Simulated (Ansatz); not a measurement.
## Which method gave which barrier?

Saddle point of CH7BrSn, singlet (SnH₃Br ([Br][SnH3]) + CH₄ → CH₆Sn ([CH3][SnH3]) + HBr; bonds formed: Sn1–C7, Br2–H6; bonds broken: Sn1–Br2, H6–C7), PBE0-D4/def2-TZVP structure:

Sn1  (-0.548, -1.094, -0.245)
Br2  (2.473, -0.731, 0.488)
H3  (0.171, -1.651, -1.666)
H4  (-0.486, -1.964, 1.200)
H5  (-2.174, -0.620, -0.566)
H6  (0.981, 0.305, 0.259)
C7  (-0.032, 1.158, 0.118)
H8  (0.795, 1.825, 0.388)
H9  (-0.383, 1.483, -0.862)
H10  (-0.797, 1.291, 0.885)
(Å)

Computed with Ansatz 0.2.0 (basis: def2-TZVPP, with def2-QZVPP for the basis limit); correlated methods freeze the cores. Filled d shells of the heavier atoms are correlated. Core potentials replace the inner electrons of the atoms past krypton. The def2 sets are not built for correlating such inner shells, so the correlated values are less sure here. Extrapolation: Hartree–Fock as exp(−7.88 √X), correlation as X^−2.97. Four methods, as single points on the PBE0-D4 structures, gave these electronic barriers from the start structure: 183.6, 231.4, 242.6, 314.2 kJ/mol.

Q: The methods were, in alphabetical order, HF, MP2, PBE0-D4, SPW92. Which gave which? (Judge from chemistry; the calculation decides.)

A: By the calculation: SPW92 183.6; PBE0-D4 231.4; MP2 242.6; HF 314.2 kJ/mol. For comparison, CCSD(T) at an estimated basis limit (MP2 extrapolated from triple and quadruple zeta, plus CCSD(T) − MP2 in triple zeta) gives 245.3 kJ/mol.

No T1 diagnostic of these runs exceeds 0.011. The start structure is not quite a true minimum (one mode of 26i cm⁻¹).

Labels in which every atom is bracketed show which atoms are joined, not bond orders.

For scale, one of the runs: CCSD(T)/def2-TZVPP, 227 basis functions, launched by `ansatz run in.yaml --threads 8 --pin off --events-out ev --progress --plain --max-ram 19148MiB`. The run took 66 s on 8 CPU threads of a Oxide Virtual Turin-like (shared host), with 4.2 GiB of host memory at its peak.
